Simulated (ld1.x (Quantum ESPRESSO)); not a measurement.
## Logarithmic derivatives: Te (Z = 52), TM

```json
{"Element": "tellurium (Te)", "Generator": "ld1.x (Quantum ESPRESSO) 7.5", "Type": "norm-conserving Troullier–Martins (Kleinman–Bylander form)", "Functional": "PBE", "Relativity": "scalar-relativistic", "Frozen core": "[Kr] 4d10", "Valence charge": "6", "Reference configuration": "5s2 5p4", "Partial waves": "5s (bound): rc 1.70 bohr; 5p (bound): rc 2.14 bohr; 5d channel at 0.3 Ry: rc 2.20 bohr", "Local potential": "the d channel", "Core correction": "none"}
```

The phase is arctan(r·u′/u) with u = r·R(r), unwrapped; energies in Ry, scanned from -3 to 5 Ry. A pole is an energy at which the radial function vanishes at the test radius. The pseudo phase is shifted by a multiple of π to meet the all-electron one at the reference energy, and phase errors are pseudo minus all-electron; the curves can meet again beyond the range given. Levels narrower than the energy grid can be missing from the lists of poles.

| channel | radius (bohr) | reference energy (Ry) | poles, all-electron | poles, pseudo | unbroken range about the reference energy with phases within 0.05 rad | phase error 1 Ry above the reference energy (rad) |
| --- | --- | --- | --- | --- | --- | --- |
| s | 2.41 | -1.11 | 0.39 | 0.49 | below 2.8 | +0.008 |
| p | 2.41 | -0.44 | 1.85 | 2.19 | below 3.1 | +0.015 |
| d | 2.41 | 0.30 | 4.42 | 2.84 | -2.6 to 0.9 | -0.164 |

Note: ghost states, extra bound levels that the all-electron valence spectrum of the same l lacks: s at -388.1 eV, p at -114.1 eV. A true bound ghost makes a file unfit for plane-wave use.

Phases in the s channel:

| E (Ry) | all-electron | pseudo |
| --- | --- | --- |
| -3.00 | 1.193 | 1.202 |
| -2.76 | 1.149 | 1.159 |
| -2.52 | 1.087 | 1.098 |
| -2.28 | 0.995 | 1.008 |
| -2.04 | 0.846 | 0.861 |
| -1.80 | 0.580 | 0.597 |
| -1.56 | 0.094 | 0.107 |
| -1.32 | -0.532 | -0.529 |
| -1.08 | -0.968 | -0.968 |
| -0.84 | -1.204 | -1.202 |
| -0.60 | -1.339 | -1.335 |
| -0.36 | -1.425 | -1.419 |
| -0.12 | -1.486 | -1.478 |
| 0.12 | -1.531 | -1.521 |
| 0.36 | -1.567 | -1.555 |
| 0.60 | -1.597 | -1.583 |
| 0.84 | -1.623 | -1.607 |
| 1.08 | -1.647 | -1.629 |
| 1.32 | -1.669 | -1.649 |
| 1.56 | -1.691 | -1.667 |
| 1.80 | -1.713 | -1.686 |
| 2.04 | -1.735 | -1.704 |
| 2.28 | -1.760 | -1.724 |
| 2.52 | -1.787 | -1.745 |
| 2.76 | -1.817 | -1.768 |
| 3.00 | -1.854 | -1.796 |
| 3.24 | -1.898 | -1.829 |
| 3.48 | -1.954 | -1.870 |
| 3.72 | -2.027 | -1.926 |
| 3.96 | -2.130 | -2.007 |
| 4.20 | -2.280 | -2.138 |
| 4.44 | -2.510 | -2.377 |
| 4.68 | -2.859 | -2.859 |
| 4.92 | -3.300 | -3.582 |
